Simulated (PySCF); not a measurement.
# Telling isomers of C7H12 apart by NMR

[PySCF 2.14: coordinates at the PBE0-D3(BJ)/def2-SVP level; B3LYP/pcJ-1 coupling constants (spin–dipole term left out of most H,H and C,H couplings); NMR shieldings at PBE0/pcSseg-1/GIAO; non-relativistic; single conformer; in vacuum; fast rotation and ring inversion assumed for equivalent nuclei]

Shifts are taken against calculated references (same method and geometry level): $^{1}$H (31.27 ppm) and $^{13}$C (184.41 ppm) against TMS. Multiplet labels drop J under 1 Hz and among equivalent protons, and merge close values. Unscaled 3J(H,H) run several per cent high. Shifts are as computed. Against solution values, carbons near 30 ppm lie about +2 ppm off and those near 130 ppm about +5 ppm. Of 1211 compounds with measured shifts, 218 miss one by over three times the rms of a fit or turn the order of signals round; such compounds aren't used in these exercises.

(1) Tabulate the signals of `C[C@H]1[C@@H]2CC[C@H]1C2`, `C1CC2(C1)CCC2`, `C=C(CC)C1CC1`, `C1C[C@H]2CC[C@@H]1C2` and their relative energies.

(2) What is the quickest way to tell C[C@H]1[C@@H]2CC[C@H]1C2 from C1C[C@H]2CC[C@@H]1C2?

(3) What is the quickest way to tell C1CC2(C1)CCC2 from C=C(CC)C1CC1?

(4) What is the quickest way to tell C=C(CC)C1CC1 from C1C[C@H]2CC[C@@H]1C2?

## Answers

(1) 
```tsv
SMILES	carbon types	δC	δH	E rel. (kcal/mol)
C[C@H]1[C@@H]2CC[C@H]1C2	3×CH 3×CH2 1×CH3	48.7, 44.3, 36.5, 30.3, 14.9	2.08 (dtt, 1H), 1.93 (m, 2H), 1.57 (m, 2H), 1.55 (m, 2H), 1.26 (m, 1H), 1.19 (m, 3H), 0.87 (m, 1H)	22.2
C1CC2(C1)CCC2	1×C 6×CH2	42.7, 36.4, 17.8	1.81 (m, 8H), 1.70 (m, 4H)	33.8
C=C(CC)C1CC1	1×C 1×CH 4×CH2 1×CH3	164.6, 103.1, 34.0, 16.5, 15.1, 12.3	4.71 (td, 1H), 4.39 (t, 1H), 2.19 (qt, 2H), 1.12 (t, 3H), 0.88 (m, 2H), 0.76 (m, 1H), 0.48 (m, 2H)	35.0
C1C[C@H]2CC[C@@H]1C2	2×CH 5×CH2	40.0, 38.7, 32.1	1.95 (m, 2H), 1.45 (m, 4H), 1.06 (m, 4H), 1.03 (m, 2H)	0.0
```

Energies are electronic energies at PBE0/pcSseg-1 on these geometries, without zero-point or thermal terms, each for the one conformer computed, which needn't be the lowest.

(2) Count the carbon signals: 5 against 3. The first has a methyl carbon (CH3) at 14.9 ppm, the second an sp3 CH in a ring at 38.7 ppm. Their most deshielded carbons lie at 48.7 and 40.0 ppm.

(3) Count the carbon signals: 3 against 6. The first has a quaternary sp3 carbon in a ring (C) at 42.7 ppm, the second a fully substituted alkene carbon (C) at 164.6 ppm. In the proton spectra the most deshielded non-exchanging signals are 1.81 (m, 8H) and 4.71 (td, J = 3.0, 1.2 Hz, 1H).

(4) Count the carbon signals: 6 against 3. The first has a fully substituted alkene carbon (C) at 164.6 ppm, the second an sp3 CH in a ring at 38.7 ppm. Their most deshielded carbons lie at 164.6 and 40.0 ppm. In the proton spectra the most deshielded non-exchanging signals are 4.71 (td, J = 3.0, 1.2 Hz, 1H) and 1.95 (m, 2H).
